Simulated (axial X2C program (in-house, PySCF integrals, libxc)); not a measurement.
**Correcting the dissociation energy of IF for spin–orbit coupling**

A spin-free PBE0 curve (one-electron X2C) was computed with an axial X2C code built on PySCF integrals, basis I dyall-v3z [11s12p8d1f], F dyall-v3z [6s5p2d1f] (cores contracted in-house), for the state M_S = 0, Λ = 0 (closed shell). It gives D0 = 2.787 eV to I + F, which in a spin-free picture are the weighted means of the ground terms.

Measured levels of the ground terms (NIST Handbook of Basic Atomic Spectroscopic Data), in cm⁻¹: I 2P: J = 3/2 at 0, J = 1/2 at 7603.1; F 2P: J = 3/2 at 0, J = 1/2 at 404.1.

The molecular state has Λ = 0, so it has no first-order lowering.

**Question.** How far does each ground level lie under the (2J+1)-weighted mean of its term?

**Answer.** I: (4 × 0 + 2 × 7603.1)/6 = 2534 cm⁻¹; F: (4 × 0 + 2 × 404.1)/6 = 135 cm⁻¹.

**Question.** Correct D0.

**Answer.** D0 = 2.787 + (0 − 2669)/8065.5 = 2.456 eV at PBE0 with these spin–orbit terms.

Second-order spin–orbit effects in the molecule, which grow quickly with Z, are left out. The state is one determinant whose occupation by symmetry is held fixed; it was picked as the lowest of a PBE0 search that is not exhaustive. Dissociation energies refer to the lowest single-determinant-based atoms at the same level and basis.
